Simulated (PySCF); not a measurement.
How methods differ on the excitation energy of C

C [He] 2s2 2p2 (3P) → C [He] 2s2 2p1 3d1 (high-spin determinant), as a difference of total energies. Computed with PySCF 2.14 in aug-cc-pVQZ with one added diffuse shell each of s, p, d, f, g type (7s6p5d4f3g, 105 functions), with the non-relativistic Hamiltonian (point nucleus). Correlated levels: valence: 1s2 frozen. The calculations carry no spin-orbit coupling.

| method | excitation energy (eV) |
| --- | --- |
| UHF | 9.454 |
| LDA | 9.906 |
| PBE | 9.621 |
| PBE0 | 9.708 |
| r2SCAN | 9.965 |
| r2SCANh | 9.971 |
| PW91 | 9.693 |
| CAM-B3LYP | 9.934 |
| B2PLYP | 9.722 |
| MP2 (valence) | 9.885 |
| SCS-MP2 (valence) | 9.762 |

Problem. How much does correlation contribute at MP2 (valence)?

Solution. 9.885 − (9.454) = 0.431 eV, measured against UHF.

The promoted electron is Rydberg-like, and one or two diffuse shells describe it only roughly, which tends to raise the upper state.

The determinant of the upper state mixes LS terms, which raises its energy above the lowest term, most at the Hartree-Fock and MP2 levels.
